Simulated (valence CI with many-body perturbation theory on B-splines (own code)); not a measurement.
Te⁴⁵⁺ in three bases

Calculated by relativistic CI+MBPT: five valence electrons over a frozen Dirac-Fock core [He], a basis of 9 s, 9 p, 8 d, 6 f, 3 g, 1 h functions for each j, with the one-electron correlation potential Σ1, the two-electron term Σ2, the three-electron term Σ3, Breit, model QED; selected CI, second order for the rest, scaled by the run's own slope (own B-spline code, finite nucleus).

No measured spectrum was set against this ion. As an estimate, large intervals hold to a few tenths of a per cent, small ones and those within an open d or f shell to about a per cent. Among the levels kept, up to 3700 cm⁻¹ of a level comes from second order outside the variational space, and about a tenth of that is noise between levels of different J, which matters for small intervals.

The reference run has the lowest level (2s^2 2p1/2^2 2p3/2) J=3/2 and an ionisation energy of 7713.89 eV. Its largest variational space holds 20000 state functions.

Levels are named by their leading jj configuration (3d3/2^4 stands for four electrons in 3d with j = 3/2), which in mixed levels can hold well under half, so a name can repeat and another be missing. Letters in brackets count levels of one name in rising energy.

Changed runs:
A. basis 6 s, 6 p, 5 d, 3 f, 1 g
B. basis 5 s, 5 p, 4 d, 2 f

Excitation energies of the reference run in cm⁻¹, and shifts in cm⁻¹:

```
                       Level  Reference       A      B
  (2s^2 2p1/2 2p3/2^2) J=3/2    2180700     -42   -254
  (2s^2 2p1/2 2p3/2^2) J=5/2    2337490    +109   +178
  (2s^2 2p1/2 2p3/2^2) J=1/2    2574610     +65   +250
  (2s 2p1/2^2 2p3/2^2) J=5/2    3849730     -52   -223
  (2s 2p1/2^2 2p3/2^2) J=1/2    4374530    +9.2   +193
  (2s 2p1/2^2 2p3/2^2) J=3/2    4386970     +87   +293
        (2s^2 2p3/2^3) J=3/2    4764400     +44    +42
(2s 2p1/2 2p3/2^3) J=3/2 [a]    6190910     -78   -278
    (2s 2p1/2 2p3/2^3) J=5/2    6442720    +111   +219
    (2s 2p1/2 2p3/2^3) J=1/2    6719270     +47   +158
(2s 2p1/2 2p3/2^3) J=3/2 [b]    6811340    +166   +475
     (2p1/2^2 2p3/2^3) J=3/2    8657790     +48   +301
      Ionisation energy (eV)    7713.89  -0.027  -0.12
```
